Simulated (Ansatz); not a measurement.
C₂H₈AlClS, SMILES `[CH3][Al-]([CH3])([SH2+])[Cl]`, relaxed with RKS PBE-D4/def2-SVP in Ansatz from a rough embedded geometry. The force threshold is 0.03 eV/Å; the program also tests the step.

The species carries charge 0 and has multiplicity 1.

Start:

```xyz
13

C     0.677   -1.254    1.079
Al    0.516    0.225   -0.207
C    -0.766    1.508    0.547
S    -0.259   -0.472   -2.180
Cl    2.472    1.232   -0.495
H    -0.237   -1.786    1.193
H     1.449   -1.991    0.637
H     1.100   -0.864    2.017
H    -0.437    1.899    1.469
H    -1.784    1.023    0.664
H    -0.918    2.361   -0.184
H    -0.413   -1.889   -2.096
H    -1.400    0.008   -2.442
```

```tsv
step	energy (eV)	largest force (eV/Å)	largest move (Å)
1	-32133.3590	3.416	0.000
2	-32134.3583	1.375	0.195
3	-32134.4855	0.703	0.123
4	-32134.5470	0.836	0.193
5	-32134.5885	0.336	0.098
6	-32134.6025	0.078	0.115
7	-32134.6066	0.039	0.113
8 (rejected)	-32134.6003	0.500	0.196
9	-32134.6096	0.032	0.098
10	-32134.6114	0.153	0.098
11	-32134.6127	0.240	0.086
12	-32134.6146	0.307	0.110
13	-32134.6230	0.029	0.140
14 (rejected)	-32134.6214	0.383	0.195
15	-32134.6261	0.137	0.098
16	-32134.6282	0.164	0.098
17	-32134.6291	0.340	0.108
18	-32134.6351	0.016	0.105
19	-32134.6364	0.039	0.097
20 (rejected)	-32134.6288	0.604	0.196
21	-32134.6373	0.069	0.077
22	-32134.6378	0.141	0.087
23	-32134.6384	0.069	0.018
24	-32134.6390	0.007	0.044
25 (rejected)	-32134.6384	0.239	0.121
26	-32134.6394	0.032	0.058
27 (rejected)	-32134.6389	0.220	0.098
28	-32134.6394	0.023	0.006
```

End:

```xyz
13

C     0.555   -1.365    1.014
Al    0.491    0.372    0.089
C    -0.769    1.804    0.564
S    -0.532   -0.368   -2.210
Cl    2.347    0.991   -0.841
H    -0.456   -1.793    1.189
H     1.160   -2.121    0.471
H     1.024   -1.246    2.015
H    -0.459    2.286    1.516
H    -1.803    1.428    0.718
H    -0.806    2.604   -0.204
H     0.528   -1.163   -2.529
H    -1.282   -1.429   -1.792
```

Run time 45 s (4 threads of an Arm Neoverse V1 on a shared host); peak host memory 0.18 GiB.
